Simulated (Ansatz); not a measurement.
The cluster Ag₉. The state is a doublet with charge 0. Geometry r2SCAN-D4/def2-SVP, that of the charge +1 singlet; atoms count from 1.

```xyz
9

Ag    0.781    0.431   -1.308
Ag   -1.477   -0.441    0.360
Ag   -1.313    2.180   -0.642
Ag    1.161   -1.335    0.861
Ag   -0.195   -2.203   -1.411
Ag    0.459    1.362    1.345
Ag   -0.647   -0.688    2.887
Ag   -1.710   -0.028   -2.328
Ag    2.941    0.723    0.236
```

In the def2 sets Ag takes a core potential; there is no spin–orbit coupling. The structure comes from a short search, and lower isomers may exist.

Estimate the Mulliken populations from the PBE0/def2-TZVP orbitals of Ansatz.


```json
{"atom": "Ag1", "charge (e)": "0.40", "spin (α − β)": "-0.01", "d electrons": "9.84"}
{"atom": "Ag2", "charge (e)": "0.40", "spin (α − β)": "-0.01", "d electrons": "9.84"}
{"atom": "Ag3", "charge (e)": "-0.26", "spin (α − β)": "0.07", "d electrons": "9.90"}
{"atom": "Ag4", "charge (e)": "0.11", "spin (α − β)": "0.10", "d electrons": "9.86"}
{"atom": "Ag5", "charge (e)": "-0.26", "spin (α − β)": "0.07", "d electrons": "9.90"}
{"atom": "Ag6", "charge (e)": "0.11", "spin (α − β)": "0.10", "d electrons": "9.86"}
{"atom": "Ag7", "charge (e)": "-0.22", "spin (α − β)": "0.13", "d electrons": "9.90"}
{"atom": "Ag8", "charge (e)": "-0.05", "spin (α − β)": "0.41", "d electrons": "9.87"}
{"atom": "Ag9", "charge (e)": "-0.22", "spin (α − β)": "0.13", "d electrons": "9.90"}
```
Mulliken values and Mayer orders depend strongly on the basis.

Where does the spin sit?

Summed by element: Ag 1.00, of 1 unpaired in all. Largest on single atoms: Ag8 0.41, Ag9 0.13, Ag7 0.13.

And the Mayer bond orders between bonded heavy atoms (over 0.3)?

Ag3–Ag6 0.45 (2.78 Å); Ag3–Ag8 0.38 (2.81 Å); Ag4–Ag5 0.45 (2.78 Å); Ag4–Ag7 0.38 (2.79 Å); Ag4–Ag9 0.38 (2.79 Å); Ag5–Ag8 0.38 (2.81 Å); Ag6–Ag7 0.38 (2.79 Å); Ag6–Ag9 0.38 (2.79 Å).
